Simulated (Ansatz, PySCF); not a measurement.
Noncovalent pair: H2O (SMILES O) (first 3 atoms) with CH4S (SMILES CS); geometry from B3LYP-D3(BJ)/def2-TZVP, rigid monomers moved along the line of their centres of mass till O1···H9 is 3.94 Å.
(charge 0, multiplicity 1):
```xyz
9

O      0.261    -0.087     0.285
H      0.831    -0.709    -0.179
H     -0.618    -0.214    -0.088
C      0.910     0.764     6.085
S      0.317    -0.863     5.513
H      0.221     1.556     5.799
H      0.957     0.714     7.171
H      1.904     0.978     5.699
H      0.333    -0.583     4.196
```

Counterpoise-corrected where a basis set is named; no monomer relaxation. Rows marked so take none.

Rows in 6-31G* carry no dispersion term and start afresh at each structure (6-31G* with six Cartesian d functions).

Run with Ansatz (a program for electronic structure) with Gaussian orbitals; PySCF for 6-31G* rows. 

What interaction energy does PBE/def2-TZVPPD give?

-0.5 kcal/mol
